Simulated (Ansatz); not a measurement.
Geometry optimisation, Ansatz 0.2.0, RKS PBE-D4/STO-3G.

Input file:

```yaml
crystal:
  periodic: [false, false, false]
  atoms:
    - { symbol: B, position_ang: [1.0934, -2.3394, -0.1907] }
    - { symbol: Si, position_ang: [1.5227, -0.6804, 0.7512] }
    - { symbol: Si, position_ang: [0.0151, 0.9198, 0.2461] }
    - { symbol: C, position_ang: [0.1415, 1.2462, -1.5823] }
    - { symbol: Si, position_ang: [-1.9857, 0.2363, 0.8586] }
    - { symbol: Cl, position_ang: [0.5451, 2.6906, 1.2821] }
    - { symbol: H, position_ang: [1.2639, -2.3118, -1.3636] }
    - { symbol: H, position_ang: [0.135, -2.8692, 0.1714] }
    - { symbol: H, position_ang: [1.5077, -0.917, 2.2416] }
    - { symbol: H, position_ang: [2.15744, -2.60494, 0.21699] }
    - { symbol: H, position_ang: [-0.2093, 0.3032, -2.0958] }
    - { symbol: H, position_ang: [1.1009, 1.571, -1.8692] }
    - { symbol: H, position_ang: [-0.7175, 2.0548, -1.8404] }
    - { symbol: H, position_ang: [-2.3475, -0.9839, 0.1763] }
    - { symbol: H, position_ang: [-2.9694, 1.2728, 0.55] }
    - { symbol: H, position_ang: [-1.9907, 0.0263, 2.3431] }
basis:
  gaussian: { orbitals: STO-3G }
hamiltonian:
  xc: pbe
  dispersion: d4
relax:
  f_tol: 0.02
  max_steps: 50
output:
  orbitals: {}
```

Launched with:

```bash
$ ansatz run input.yaml --threads 1 --pin off --max-ram 2048MiB --backend cpu --events-out ev --progress --plain --runs-dir out
```

Task: Where does it end, and by what steps?

Result: It converged. Limits of this set-up: minimal basis. After 14 steps the energy has fallen by 2.485 eV; H8 moved furthest, 0.79 Å.

```json
{"step": "0", "energy less start (eV)": "0.0000", "largest force component (eV/Å)": "5.476", "accepted": "yes"}
{"step": "1", "energy less start (eV)": "-1.6622", "largest force component (eV/Å)": "1.846", "accepted": "yes"}
{"step": "2", "energy less start (eV)": "-2.1128", "largest force component (eV/Å)": "0.948", "accepted": "yes"}
{"step": "3", "energy less start (eV)": "-2.2430", "largest force component (eV/Å)": "0.567", "accepted": "yes"}
{"step": "4", "energy less start (eV)": "-2.3090", "largest force component (eV/Å)": "0.310", "accepted": "yes"}
{"step": "5", "energy less start (eV)": "-2.3914", "largest force component (eV/Å)": "0.275", "accepted": "yes"}
{"step": "6", "energy less start (eV)": "-2.4595", "largest force component (eV/Å)": "0.226", "accepted": "yes"}
{"step": "7", "energy less start (eV)": "-2.4715", "largest force component (eV/Å)": "0.313", "accepted": "yes"}
{"step": "8", "energy less start (eV)": "-2.4666", "largest force component (eV/Å)": "0.918", "accepted": "no"}
{"step": "9", "energy less start (eV)": "-2.4814", "largest force component (eV/Å)": "0.067", "accepted": "yes"}
{"step": "10", "energy less start (eV)": "-2.4751", "largest force component (eV/Å)": "0.410", "accepted": "no"}
{"step": "11", "energy less start (eV)": "-2.4843", "largest force component (eV/Å)": "0.048", "accepted": "yes"}
{"step": "12", "energy less start (eV)": "-2.4844", "largest force component (eV/Å)": "0.051", "accepted": "yes"}
{"step": "13", "energy less start (eV)": "-2.4848", "largest force component (eV/Å)": "0.027", "accepted": "yes"}
{"step": "14", "energy less start (eV)": "-2.4849", "largest force component (eV/Å)": "0.004", "accepted": "yes"}
```

```xyz
16
Properties=species:S:1:pos:R:3
B 1.526 -2.436 -0.249
Si 1.476 -0.818 0.689
Si -0.048 0.825 0.237
C 0.041 1.332 -1.579
Si -2.169 0.287 0.849
Cl 0.557 2.532 1.368
H 1.107 -2.464 -1.342
H 0.494 -2.306 0.588
H 1.783 -0.806 2.125
H 2.209 -3.298 0.153
H -0.188 0.465 -2.223
H 1.047 1.697 -1.845
H -0.684 2.130 -1.808
H -2.567 -0.924 0.148
H -3.088 1.360 0.504
H -2.233 0.039 2.281
```

Run time: 78 s on 1 thread of AMD EPYC 7R43 64-Core Processor (Zen 3), on a shared host, peak memory 0.18 GiB.
